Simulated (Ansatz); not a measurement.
C3H6BCl, SMILES `ClC1BCC1` at its PBE0-D4/def2-TZVP geometry, where that method's forces vanish. Charge 0, multiplicity 1.

```xyz
11

Cl    0.4260   -1.6781   -1.3104
C     1.0376   -0.2668   -0.3110
B    -0.1062    0.5062   -1.0668
C    -1.0205    0.4007    0.2325
C     0.2093   -0.2060    0.9675
H     2.1217   -0.2754   -0.3418
H    -0.1644    1.0177   -2.1413
H    -1.9040   -0.2361    0.1790
H    -1.3369    1.3666    0.6359
H     0.6657    0.5169    1.6501
H     0.0716   -1.1456    1.5063
```

Q: What forces (eV/Å) does ωB97M-V/def2-TZVPP give on these atoms in Ansatz 0.2.0? (Estimate.)

A: Ansatz gave: 
```
Cl1 -0.048 -0.175 -0.059
C2   0.256  0.074 -0.064
B3  -0.018  0.150 -0.161
C4  -0.210  0.078  0.002
C5   0.054 -0.045  0.272
H6  -0.116  0.017  0.012
H7   0.013 -0.072  0.153
H8   0.075  0.036 -0.005
H9   0.033 -0.073 -0.029
H10 -0.049 -0.056 -0.056
H11  0.011  0.067 -0.065
```
